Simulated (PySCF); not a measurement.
NbO₂⁺, singlet: molecular constants

All numbers come from PBE0 in PySCF with Nb def2-TZVP with ECP28, O def2-TZVP; scalar-relativistic core potentials, no spin–orbit coupling; density-fitted integrals.

The structure is a minimum.

```xyz
3
charge 1 multiplicity 1, angstrom
Nb    0.0000    0.0000   -0.2640
O     1.3038    0.0000    0.7678
O    -1.3038    0.0000    0.7678
```

| Item | Value |
| --- | --- |
| Point group | C2v |
| Bond lengths | Nb–O 1.663 Å (×2) |
| Bond angles | O–Nb–O 103.3° |
| Highest occupied level | -15.00 eV |
| Principal polarisabilities | 14.5, 24.1, 38.1 bohr³ |
| Enthalpy at 298.15 K above 0 K | 10.86 kJ/mol |
| Rotational symmetry number | 2 |
| Heat capacity Cp at 298.15 K | 41.9 J/(mol K) |
| Zero-point energy | 15.4 kJ/mol |
| Lowest empty level | -9.83 eV |
| Entropy at 298.15 K and 1 bar | 264.6 J/(mol K) |
| Principal quadrupole moments (Buckingham, traceless) about the centre of mass | -7.13, 2.17, 4.96 D Å |
| Dipole moment about the centre of mass | 6.09 D |
| Rotational constants | 0.6654, 0.31, 0.2115 cm⁻¹ |

Harmonic modes (masses in u: Nb 92.906, O 15.995):
```csv
symmetry,ω (cm⁻¹),IR (km/mol),μ (u)
a1,404,6.1,17.84
b2,1052,197,18.70
a1,1111,34.7,17.95
```

In C2v the vibrations span 2a1 + b2. Here b1 is antisymmetric to the molecular plane and b2 lies in it.

Charges (e):
```
atom  Mulliken  Löwdin  polar tensor  Mayer order to Nb1
 Nb1      1.74    1.26          2.20                   –
O2,3     -0.37   -0.13         -0.60                2.23
```

Mulliken populations on Nb1 (electrons outside its core potential): s 2.05, p 6.05, d 3.06, f 0.10.

Formally Nb is in oxidation state +5, d0. A d0 centre has no lone pair, yet it is C2v rather than linear: covalent bonding through the d orbitals favours lower symmetry. The polar-tensor charge on Nb, 2.20, is far below the formal one.

Only a few start shapes were tried, so a lower isomer may exist.

The final relaxation and frequency run took roughly 50 core-seconds on a shared host.
